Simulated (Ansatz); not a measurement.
This geometry of AlClF2H2 (6 atoms, charge 0, multiplicity 1) is a first-order saddle point.

Method: RKS B3LYP-D4/def2-SVPD (Ansatz 0.2.0).

```xyz
6
Properties=species:S:1:pos:R:3
Al 0.040 -0.226 -0.007
F -0.001 0.012 1.799
H 1.366 0.198 -0.698
F -1.472 0.063 -0.666
Cl 0.087 -2.420 0.885
H 0.027 -1.228 1.822
```

Which two structures does it join? (They come from a converged band through this point; their orientation in space is the band's.)

Bonds broken: Cl5–H6. Bonds formed: F2–H6.

Initial state:

```xyz
6
Properties=species:S:1:pos:R:3
Al 0.036 0.061 0.032
F 0.013 0.461 1.676
H 1.357 0.194 -0.785
F -1.452 0.017 -0.743
Cl 0.078 -2.434 0.885
H 0.013 -1.900 2.070
```

Final state:

```xyz
6
Properties=species:S:1:pos:R:3
Al 0.062 -0.449 -0.146
F -0.012 -0.046 1.865
H 1.356 0.259 -0.645
F -1.461 0.103 -0.584
Cl 0.132 -2.534 0.447
H -0.031 -0.934 2.197
```

How far does it lie above each of them?

0.230 eV above the first and 0.241 eV above the second. This is the barrier of this one path; another mechanism may lie lower. The orbitals stay closed-shell, which can raise the energy where a bond breaks towards radicals; this wasn't checked here.

Time of the run: 56 s on 4 threads of Arm Neoverse V1, on a shared host, peak memory 0.25 GiB.
